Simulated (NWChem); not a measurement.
System: tert-butyl chloride (C₄H₉Cl); SMILES CC(C)(C)Cl

Here is an NWChem input.

```
start job
memory heap 200 mb stack 900 mb global 1100 mb
geometry units angstroms noautosym nocenter noautoz
  C     -0.307499     1.428975    -0.802945
  C      0.000000     0.000000    -0.355159
  C      1.391279    -0.448186    -0.802945
  C     -1.083779    -0.980790    -0.802945
  Cl     0.000000     0.000000     1.507881
  H     -0.317385     1.471547    -1.899796
  H     -1.285570     1.755445    -0.437551
  H      0.450645     2.128509    -0.438731
  H      2.163045     0.235614    -0.437551
  H      1.618021    -1.454524    -0.438731
  H      1.433090    -0.460910    -1.899796
  H     -1.115705    -1.010637    -1.899796
  H     -2.068665    -0.673985    -0.438731
  H     -0.877475    -1.991059    -0.437551
end
basis spherical
  C library def2-svp
  Cl library def2-svp
  H library def2-svp
end
dft
  xc b3lyp
  iterations 150
end
task dft gradient
```

Parts of the log:

```
             Northwest Computational Chemistry Package (NWChem) 7.3.0
             --------------------------------------------------------

                             Geometry "geometry" -> ""
                             -------------------------

 Output coordinates in angstroms (scale by  1.889725989 to convert to a.u.)

  No.       Tag          Charge          X              Y              Z
 ---- ---------------- ---------- -------------- -------------- --------------
    1 C                    6.0000    -0.30749900     1.42897500    -0.80294500
    2 C                    6.0000     0.00000000     0.00000000    -0.35515900
    3 C                    6.0000     1.39127900    -0.44818600    -0.80294500
    4 C                    6.0000    -1.08377900    -0.98079000    -0.80294500
    5 Cl                  17.0000     0.00000000     0.00000000     1.50788100
    6 H                    1.0000    -0.31738500     1.47154700    -1.89979600
    7 H                    1.0000    -1.28557000     1.75544500    -0.43755100
    8 H                    1.0000     0.45064500     2.12850900    -0.43873100
    9 H                    1.0000     2.16304500     0.23561400    -0.43755100
   10 H                    1.0000     1.61802100    -1.45452400    -0.43873100
   11 H                    1.0000     1.43309000    -0.46091000    -1.89979600
   12 H                    1.0000    -1.11570500    -1.01063700    -1.89979600
   13 H                    1.0000    -2.06866500    -0.67398500    -0.43873100
   14 H                    1.0000    -0.87747500    -1.99105900    -0.43755100

 Effective nuclear repulsion energy (a.u.)     239.2803931557

                                 NWChem DFT Module
                                 -----------------

 Summary of "ao basis" -> "ao basis" (spherical)
 ------------------------------------------------------------------------------
       Tag                 Description            Shells   Functions and Types
 ---------------- ------------------------------  ------  ---------------------
 C                          def2-svp                 6       14   3s2p1d
 Cl                         def2-svp                 8       18   4s3p1d
 H                          def2-svp                 3        5   2s1p

            General Information
            -------------------
          SCF calculation type: DFT
          Wavefunction type:  closed shell.
          No. of atoms     :    14
          No. of electrons :    50
           Alpha electrons :    25
            Beta electrons :    25
          Charge           :     0
          Spin multiplicity:     1
          Use of symmetry is: off; symmetry adaption is: off
          Maximum number of iterations: 150
          AO basis - number of functions:   119
                     number of shells:    59
          Convergence on energy requested:  1.00D-06
          Convergence on density requested:  1.00D-05
          Convergence on gradient requested:  5.00D-04

              XC Information
              --------------
                         B3LYP Method XC Potential
                     Hartree-Fock (Exact) Exchange  0.200
                        Slater Exchange Functional  0.800 local
                    Becke 1988 Exchange Functional  0.720 non-local
              Lee-Yang-Parr Correlation Functional  0.810
                  VWN I RPA Correlation Functional  0.190 local

             Grid Information
             ----------------
          Grid used for XC integration:  medium
          Radial quadrature: Mura-Knowles
          Angular quadrature: Lebedev.
          Tag              B.-S. Rad. Rad. Pts. Rad. Cut. Ang. Pts.
          ---              ---------- --------- --------- ---------
          C                   0.70       49          10.0       434
          Cl                  1.00       88          10.0       590
          H                   0.35       45          11.0       434
          Grid pruning is: on
          Number of quadrature shells:   689
          Spatial weights used:  Erf1

      Superposition of Atomic Density Guess
      -------------------------------------

 Sum of atomic energies:        -614.31627238

      Non-variational initial energy
      ------------------------------

 Total energy =    -617.380785
 1-e energy   =   -1316.331235
 2-e energy   =     459.670056
 HOMO         =      -0.377048
 LUMO         =       0.057020

   convergence    iter        energy       DeltaE   RMS-Dens  Diis-err
 ---------------- ----- ----------------- --------- --------- ---------
 d= 0,ls=0.0,diis     1   -617.7483714610 -8.57D+02  8.84D-03  5.40D-01
 d= 0,ls=0.0,diis     2   -617.7527206487 -4.35D-03  5.84D-03  4.97D-01
 d= 0,ls=0.0,diis     3   -617.8055476388 -5.28D-02  1.75D-03  6.48D-02
 d= 0,ls=0.0,diis     4   -617.8137057045 -8.16D-03  2.72D-04  1.47D-03
 d= 0,ls=0.0,diis     5   -617.8138778869 -1.72D-04  7.08D-05  1.15D-04
  Resetting Diis
 d= 0,ls=0.0,diis     6   -617.8138929785 -1.51D-05  1.49D-05  1.49D-06
 d= 0,ls=0.0,diis     7   -617.8138931898 -2.11D-07  5.63D-06  9.08D-08

         Total DFT energy =     -617.813893189816
      One electron energy =    -1321.441292130397
           Coulomb energy =      517.658625918873
    Exchange-Corr. energy =      -53.311620134038
 Nuclear repulsion energy =      239.280393155745

 Numeric. integr. density =       50.000006623407

                       DFT Final Molecular Orbital Analysis
                       ------------------------------------

 Vector   23  Occ=2.000000D+00  E=-3.454412D-01
              MO Center=  1.0D-05,  3.0D-06,  1.5D-01, r^2= 3.9D+00
   Bfn.  Coefficient  Atom+Function         Bfn.  Coefficient  Atom+Function
  ----- ------------  ---------------      ----- ------------  ---------------
    69      0.414048   5 Cl pz               66      0.342096   5 Cl pz
    20     -0.273848   2 C  pz               63      0.197107   5 Cl pz
    75     -0.159850   6 H  s               100     -0.159851  11 H  s
   105     -0.159846  12 H  s                 6      0.155993   1 C  pz
    34      0.155997   3 C  pz               48      0.155991   4 C  pz

 Vector   24  Occ=2.000000D+00  E=-2.815925D-01
              MO Center= -5.2D-02, -5.3D-03,  1.2D+00, r^2= 1.9D+00
   Bfn.  Coefficient  Atom+Function         Bfn.  Coefficient  Atom+Function
  ----- ------------  ---------------      ----- ------------  ---------------
    68      0.549386   5 Cl py               65      0.399072   5 Cl py
    67      0.313181   5 Cl px               62      0.232071   5 Cl py
    64      0.227491   5 Cl px               61      0.132292   5 Cl px
    45      0.128930   4 C  s                19     -0.115534   2 C  py
     3     -0.101033   1 C  s                48      0.097700   4 C  pz

 Vector   25  Occ=2.000000D+00  E=-2.815916D-01
              MO Center=  5.2D-02,  5.3D-03,  1.2D+00, r^2= 1.9D+00
   Bfn.  Coefficient  Atom+Function         Bfn.  Coefficient  Atom+Function
  ----- ------------  ---------------      ----- ------------  ---------------
    67      0.549387   5 Cl px               64      0.399073   5 Cl px
    68     -0.313183   5 Cl py               61      0.232071   5 Cl px
    65     -0.227493   5 Cl py               31     -0.132745   3 C  s
    62     -0.132293   5 Cl py               18     -0.115535   2 C  px
    34     -0.100626   3 C  pz               32      0.096375   3 C  px

 Vector   26  Occ=0.000000D+00  E= 2.622592D-02
              MO Center= -1.0D-05,  1.5D-05,  2.8D-01, r^2= 3.8D+00
   Bfn.  Coefficient  Atom+Function         Bfn.  Coefficient  Atom+Function
  ----- ------------  ---------------      ----- ------------  ---------------
    17      0.885061   2 C  s                69      0.764864   5 Cl pz
    23      0.663145   2 C  pz               60     -0.546130   5 Cl s
    20      0.464837   2 C  pz               81     -0.308464   7 H  s
    86     -0.308002   8 H  s                91     -0.308456   9 H  s
    96     -0.307996  10 H  s               111     -0.308014  13 H  s

 Vector   27  Occ=0.000000D+00  E= 4.786648D-02
              MO Center= -3.8D-05,  2.5D-05, -1.4D+00, r^2= 6.8D+00
   Bfn.  Coefficient  Atom+Function         Bfn.  Coefficient  Atom+Function
  ----- ------------  ---------------      ----- ------------  ---------------
     3      1.239745   1 C  s                31      1.239713   3 C  s
    45      1.239717   4 C  s                76     -0.813302   6 H  s
   101     -0.813275  11 H  s               106     -0.813294  12 H  s
    81     -0.492615   7 H  s                86     -0.492869   8 H  s
    91     -0.492598   9 H  s                96     -0.492845  10 H  s

[...]

                         DFT ENERGY GRADIENTS

    atom               coordinates                        gradient
                 x          y          z           x          y          z
   1 C      -0.581089   2.700371  -1.517346   -0.001033   0.004691  -0.000830
   2 C       0.000000   0.000000  -0.671153   -0.000040   0.000052  -0.001711
   3 C       2.629136  -0.846949  -1.517346    0.004597  -0.001467  -0.000819
   4 C      -2.048045  -1.853424  -1.517346   -0.003560  -0.003259  -0.000826
   5 Cl      0.000000   0.000000   2.849482    0.000001  -0.000002   0.002162
   6 H      -0.599771   2.780821  -3.590094    0.000095  -0.000422   0.003758
   7 H      -2.429375   3.317310  -0.826851    0.003431  -0.001103  -0.001538
   8 H       0.851596   4.022299  -0.829081   -0.002652  -0.002415  -0.001536
   9 H       4.087562   0.445246  -0.826851   -0.002654  -0.002421  -0.001538
  10 H       3.057616  -2.748652  -0.829081   -0.000748   0.003505  -0.001537
  11 H       2.708147  -0.870994  -3.590094   -0.000393   0.000117   0.003748
  12 H      -2.108377  -1.909827  -3.590094    0.000317   0.000294   0.003751
  13 H      -3.909210  -1.273647  -0.829081    0.003411  -0.001089  -0.001543
  14 H      -1.658187  -3.762556  -0.826851   -0.000770   0.003520  -0.001540
```

Level: B3LYP/def2-SVP. All runs use the structure optimised with B3LYP/6-31G* (spherical d). B3LYP is NWChem's, with the RPA form of VWN correlation.
